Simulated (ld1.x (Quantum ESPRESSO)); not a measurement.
zinc: one change to an RRKJ potential, before and after

```
Element                 : Zn (Z = 30)
Generator               : ld1.x (Quantum ESPRESSO) 7.5
Type                    : norm-conserving RRKJ (Kleinman–Bylander form)
Functional              : PW91
Relativity              : scalar-relativistic
Frozen core             : [Ne]
Valence charge          : 20
Reference configuration : 3s2 3p6 3d9 4s0 4p0 (charge +3)
Partial waves           : 3p (bound): rc 0.90 bohr; 3d (bound): rc 1.25 bohr; 3s (bound): rc 0.75 bohr
Local potential         : the s channel
Core correction         : Bessel-smoothed model core inside 0.40 bohr
```

Change: all radii but the core radius scaled by about 0.77 (s 0.58, p 0.70, d 0.96 bohr).

Cutoffs: the cutoffs (Ry, on a coarse ladder) from which the occupation-weighted sum of valence levels, in a spherical-Bessel basis at the reference potential, stays within 10 and 1 mRy of its value at 400 Ry; they do not see the model core or the augmentation charge, which bear on the density cutoff. Errors are all-electron minus pseudo energies relative to the spin-unpolarised reference configuration.

Q: How do hardness, ghosts and transferability respond?

A: Of the 7 tests that both files solve, the error grows in 0 and shrinks in 7 by more than 15 % and 0.3 meV (median size 167.6 → 84.5 meV); neither file shows a bound ghost. Less of the atom is replaced, so other configurations are described better.

```tsv
quantity	base	changed
cutoff, loose	260 Ry	300 Ry
cutoff, tight	over 300 Ry	over 300 Ry
loose cutoff by channel (10 mRy a level)	p 80 Ry, d 110 Ry, s 230 Ry	p 230 Ry, d 180 Ry, s 260 Ry
bound ghosts	none	none
error for 3s2 3p6 3d10 4s2 4p0, meV [ΔE -69.13 eV]	+194	+99
error for 3s2 3p6 3d10 4s1 4p0, meV [ΔE -59.16 eV]	+130	+64
error for 3s2 3p6 3d10 4s0 4p0, meV [ΔE -40.65 eV]	+16	+1.0
error for 3s2 3p6 3d10 4s1 4p1, meV [ΔE -64.01 eV]	+119	+57
error for 3s2 3p6 3d10 4s1.5 4p0, meV [ΔE -65.15 eV]	+168	+84
error for 3s1 3p6 3d10 4s2 4p0, meV [ΔE 68.94 eV]	+188	+151
error for 3s2 3p6 3d9 4s2 4p0, meV [ΔE -51.13 eV]	+354	+174
```
